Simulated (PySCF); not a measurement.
Level of theory: PBE0-D4/def2-TZVP run with PySCF. Isolated molecules, 0 K electronic values unless said otherwise. One relaxed conformer stands for a flexible species; it need not be the lowest. Delta-SCF ions had no search for a lower state. 

Reference species (SMILES): `CN(C)[SiH2]O` (C–N–Si–O torsion -73°, N–Si–O–H torsion -68°) (neutral, multiplicity 1).

vertical ionisation energy (Delta-SCF): 8.53 eV
HOMO–LUMO gap: 7.16 eV

Changed species: `NC(=O)[SiH2]O` (O–C–Si–O torsion 0°, C–Si–O–H torsion 0°) (X = carbamoyl; the reference has X = dimethylamino).

### Question
What does the change do to the vertical ionisation energy (Delta-SCF) and HOMO–LUMO gap?

### Answer
the vertical ionisation energy (Delta-SCF) rises by 1.06 eV, to 9.59 eV; the HOMO–LUMO gap falls by 0.07 eV, to 7.09 eV.
